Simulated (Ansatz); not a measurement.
ClGeH₆NSi₂, SMILES `[SiH3][N]([SiH3])[Ge][Cl]`. The species carries charge 0 and has multiplicity 1. Geometry: relaxed with PBE0-D4/def2-TZVP. It is one conformer, not always the lowest.

```xyz
11

Si    1.208   -0.137   -1.224
N    -0.296   -0.046   -0.345
Si   -0.221    0.175    1.394
Ge   -1.848   -0.195   -1.332
Cl   -3.281   -0.014    0.343
H     1.998    1.111   -1.071
H     2.032   -1.283   -0.763
H     0.858   -0.327   -2.659
H     1.230    0.250    1.725
H    -0.812   -0.975    2.117
H    -0.868    1.440    1.814
```

Q: What is the dipole moment at PBE/def2-TZVPP? (An estimate is asked.)

A: The calculation gave: 1.60 D, with components (1.20, -0.11, -1.05) D in this frame, pointing from negative to positive charge.

Q: And with r2SCAN, B3LYP, ωB97M-V? (Best estimate.)

A: The calculation gave: r2SCAN 1.66 D, B3LYP 1.75 D, ωB97M-V 1.75 D.

Q: Give the Mulliken charges with PBE, r2SCAN, B3LYP in def2-TZVPP. (Estimate.)

A: The calculation gave: 
| atom | PBE | r2SCAN | B3LYP |
| --- | --- | --- | --- |
| Si1 | 0.24 | 0.36 | 0.31 |
| N2 | -0.33 | -0.48 | -0.41 |
| Si3 | 0.25 | 0.35 | 0.32 |
| Ge4 | 0.40 | 0.46 | 0.46 |
| Cl5 | -0.30 | -0.34 | -0.34 |
| H6 | -0.05 | -0.07 | -0.06 |
| H7 | -0.05 | -0.07 | -0.06 |
| H8 | -0.04 | -0.06 | -0.06 |
| H9 | -0.05 | -0.07 | -0.07 |
| H10 | -0.04 | -0.05 | -0.05 |
| H11 | -0.03 | -0.05 | -0.05 |

B3LYP here is the variant with VWN-RPA as its local correlation; programs differ in this.

Program: Ansatz 0.2.0.
